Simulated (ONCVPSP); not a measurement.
# Building the ONCV potential for hydrogen (revPBE, scalar-relativistic).

ONCVPSP 4.0.1 input, shortened (lines: element, Z, core and valence counts, functional; n l f; lmax; l rc ep ncon nbas qcut; lloc lpopt rc5 dvloc0; l nproj debl; icmod fcfact rcfact), revPBE, scalar-relativistic:

```
  H 1.00    0    1  -102130      upf
    1    0    1.00
    1
    0    1.10    0.00    4    8    6.20
    1    0.90    0.21    3    7    8.40
    4    5    0.75    3.00
    0    2    2.20
    1    2    2.70
    0    0.00    0.00
```

All-electron outer shells of the reference configuration (revPBE, scalar-relativistic, ld1.x):

| shell | level (eV) | outermost node (bohr) | outermost maximum (bohr) |
| --- | --- | --- | --- |
| 1s | -6.54 | – | 1.03 |

**Question.** Estimate the cutoffs (Ha) at which the residual kinetic energy of the hardest occupied pseudo-wave falls to 1 and 0.1 mHa per electron.

**Answer.** 15 Ha and 35 Ha.

**Question.** Does the potential have ghost states?

**Answer.** No bound ghost flagged; no localised positive-energy state flagged.
